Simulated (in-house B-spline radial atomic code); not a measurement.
## RPA and G0W0 on BHandHLYP: F-

Configuration [He] 2s2 2p6, mean-field start BHandHLYP. Computed with a B-spline radial code for spherical atoms: all electrons, non-relativistic, point nucleus, each spin shell either full or empty, empty states to l = 9 with an (l + 1/2)⁻⁴ tail; G0W0 by contour deformation at full frequency.

Command:
```bash
python run_gw.py task.json out
```
Settings (radii: box in bohr, nucleus in fm):
```
Z                        9
electrons                10
configuration            [He] 2s2 2p6
hamiltonian              nr
method                   bhandhlyp
lmax                     9
spin_polarised           False
box_radius               60
intervals                52
```

Cost of the run: 0.6 s on 1 thread of Arm Neoverse V2 (shared host).

Energies (hartree):

```json
{"term": "mean-field total", "value": "-99.85640"}
{"term": "Hartree-Fock functional on these orbitals", "value": "-99.45521"}
{"term": "direct second order", "value": "-0.71805"}
{"term": "second-order exchange", "value": "0.24818"}
{"term": "SOSEX correction", "value": "0.20842"}
```

Problem. What is the RPA correlation energy, and what remains with SOSEX?

Solution. RPA gives -0.55694 hartree (-1.52 eV per electron); RPA + SOSEX gives -0.34853, and the second-order doubles -0.46987 hartree (no singles). RPA lacks exchange-type terms and so overcorrelates at short range.

Quasi-particle levels (eV):

```json
{"level": "2p", "occupied": "yes", "mean field": "-1.973", "Σx - vxc": "-3.34", "Σc": "?", "QP weight": "?", "G0W0": "?"}
```

G0W0 = mean field + (Σx - vxc) + Σc, with Σc (partial-wave tail included) taken at the quasi-particle energy. Levels of low weight are left out.

Problem. Where does G0W0 put 2p?

Solution. At -3.110 eV, with Σc = 2.20 eV and a quasi-particle weight of 0.807. The tabulated removal energy is 3.401 eV (electron affinity of the neutral atom).
